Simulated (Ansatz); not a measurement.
Geometry optimisation, Ansatz 0.2.0, DFT PBEsol, scalar-relativistic, plane waves, PAW.

The input (input.yaml):

```yaml
crystal:
  lattice:
    - [0.0, 5.43, 5.43]
    - [5.43, 0.0, 5.43]
    - [5.43, 5.43, 0.0]
  atoms:
    - { symbol: Si, position: [0.0, 0.0, 0.0] }
    - { symbol: Si, position: [0.125, 0.125, 0.125] }
    - { symbol: Si, position: [0.0, 0.0, 0.5] }
    - { symbol: Si, position: [0.125, 0.125, 0.625] }
    - { symbol: Si, position: [0.0, 0.5, 0.0] }
    - { symbol: Si, position: [0.125, 0.625, 0.125] }
    - { symbol: Si, position: [0.0, 0.5, 0.5] }
    - { symbol: Si, position: [0.125, 0.625, 0.625] }
    - { symbol: Si, position: [0.5, 0.0, 0.0] }
    - { symbol: Si, position: [0.625, 0.125, 0.125] }
    - { symbol: Si, position: [0.5, 0.0, 0.5] }
    - { symbol: Si, position: [0.625, 0.125, 0.625] }
    - { symbol: Si, position: [0.5, 0.5, 0.0] }
    - { symbol: Si, position: [0.625, 0.625, 0.125] }
    - { symbol: Si, position: [0.5, 0.5, 0.5] }
    - { symbol: Si, position: [0.625, 0.625, 0.625] }
    - { symbol: Li, position: [0.3688915, -0.1123487, 0.36962694] }
total_charge: 1
basis:
  ecutwfc: 420.0
kpoints:
  mp_grid: { grid: [2, 2, 2] }
hamiltonian:
  xc: pbesol
scf:
  occupations: { method: gaussian, width: 0.05 }
  lower_state_search: "off"
relax:
  f_tol: 0.03
  max_steps: 60
  adjacent_minimum: "off"
output:
  write_density: true
  write_potential: true
  elf: true
  volumetric_format: npy
```

Command:

```bash
$ ansatz run input.yaml --threads 1 --pin off --max-ram 3072MiB --backend cpu --events-out ev --progress --plain --runs-dir out
```

Problem. Where does it end, and by what steps?

Solution. The forces met the threshold. Limits of this set-up: charged cell in a uniform background, uncorrected. After 3 steps the energy has fallen by 0.123 eV; Li17 moved furthest, 0.08 Å.

```json
{"step": "0", "energy less start (eV)": "0.0000", "largest force component (eV/Å)": "0.639", "accepted": "yes"}
{"step": "1", "energy less start (eV)": "-0.1157", "largest force component (eV/Å)": "0.131", "accepted": "yes"}
{"step": "2", "energy less start (eV)": "-0.1223", "largest force component (eV/Å)": "0.035", "accepted": "yes"}
{"step": "3", "energy less start (eV)": "-0.1228", "largest force component (eV/Å)": "0.001", "accepted": "yes"}
```

```xyz
17
Lattice="0.0000 5.4300 5.4300 5.4300 0.0000 5.4300 5.4300 5.4300 0.0000" Properties=species:S:1:pos:R:3
Si -0.007 0.006 -0.007
Si 1.360 1.333 1.359
Si 2.743 2.686 -0.023
Si 4.096 4.069 1.359
Si 2.726 0.005 2.726
Si 4.074 1.354 4.074
Si 5.423 2.703 2.726
Si 6.790 4.069 4.053
Si -0.023 2.686 2.742
Si 1.360 4.069 4.096
Si 2.742 5.451 2.742
Si 4.075 6.783 4.075
Si 2.726 2.703 5.423
Si 4.053 4.069 6.790
Si 5.408 5.451 5.408
Si 6.790 6.805 6.790
Li 1.360 4.068 1.360
```

Whether the end is a true minimum wasn't checked by a vibrational analysis.

Time of the run: 23 s on 1 thread of Arm Neoverse V2 (shared host), peak memory 0.55 GiB.
